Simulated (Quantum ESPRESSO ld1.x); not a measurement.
Values are calculated unless marked as measured or tabulated.
Coulomb parameter of the 4d shell of the cadmium ion Cd+ in the model configuration [Kr] 4d9.5 5s1.5, as a second difference U = [E(n + 0.5) + E(n - 0.5) - 2 E(n)] / (0.5)^2 with all orbitals relaxed. "Bare": the charge of the atom changes with n. "Screened": the 5s shell takes up the change at fixed total charge, which measures U(4d,4d) + U(5s,5s) - 2 U(4d,5s). Code: ld1.x of Quantum ESPRESSO 7.5. Model: scalar-relativistic Kohn-Sham, PBEsol, spin-unpolarised, spherical densities, point nucleus.

[
 {"case": "start", "configuration": "[Kr] 4d9.5 5s1.5", "E - E(n) (eV)": "0.000"},
 {"case": "bare +0.5", "configuration": "[Kr] 4d10 5s1.5", "E - E(n) (eV)": "-9.600"},
 {"case": "bare -0.5", "configuration": "[Kr] 4d9 5s1.5", "E - E(n) (eV)": "13.001"},
 {"case": "screened +0.5", "configuration": "[Kr] 4d10 5s1", "E - E(n) (eV)": "-4.023"},
 {"case": "screened -0.5", "configuration": "[Kr] 4d9 5s2", "E - E(n) (eV)": "4.643"}
]

U(bare) = 13.602 eV, U(screened by 5s) = 2.483 eV, against the Slater integral F0(4d,4d) = 19.790 eV with frozen orbitals.
